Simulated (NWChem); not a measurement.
Molecule: C$_{2}$H$_{4}$FNSi; SMILES N#CC[SiH2]F

```xyz
9

N      0.6921    -2.5337    -0.2522
C      0.0065    -1.6670     0.0938
C     -0.8350    -0.5580     0.4952
Si    -0.3685     1.0885    -0.3111
F      1.0689     1.5587     0.2739
H     -0.7974    -0.4365     1.5909
H     -1.8846    -0.7783     0.2326
H     -1.3893     2.0964     0.0815
H     -0.2632     0.9372    -1.7840
```
Atoms are numbered in this order, from 1.

Program: NWChem. Medium grid unless said otherwise, to which SCAN and Minnesota functionals are sensitive. Structure relaxed at the PBE0/def2-SVP level.

Task: Order these by “dipole (D)”, lowest first: PBE/def2-SVP; LC-wPBE (HJS exchange hole, range parameter 0.4 per bohr)/def2-SVP; LC-BLYP (range parameter 0.33 per bohr)/def2-SVP.

Result: PBE/def2-SVP (4.01), LC-BLYP (range parameter 0.33 per bohr)/def2-SVP (4.11), LC-wPBE (HJS exchange hole, range parameter 0.4 per bohr)/def2-SVP (4.22)
